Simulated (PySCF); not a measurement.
These are B3LYP-D3(BJ)/def2-TZVP (PySCF) values and carry that method's errors. Isolated molecules, 0 K electronic values unless said otherwise. B3LYP has the VWN-RPA correlation part, as in Gaussian. Excitations are Tamm–Dancoff values on a coarser integration grid. The basis has no diffuse functions, so Rydberg states are missing or too high.

Reference species (SMILES): `[F][Ge]([F])([F])[Cl]` (neutral, multiplicity 1).

```yaml
S1 oscillator strength: 0.010
S1 excitation (TDA): 6.74 eV
```

Changed species: `[F][Ge]([F])([F])[F]` (0 of 4 F replaced by Cl; the reference has 1 of 4 F replaced by Cl).

### Question
Give the shifts of the S1 oscillator strength and S1 excitation (TDA).

### Answer
the S1 oscillator strength stays essentially unchanged; the S1 excitation (TDA) increases by 1.75 eV, to 8.49 eV.
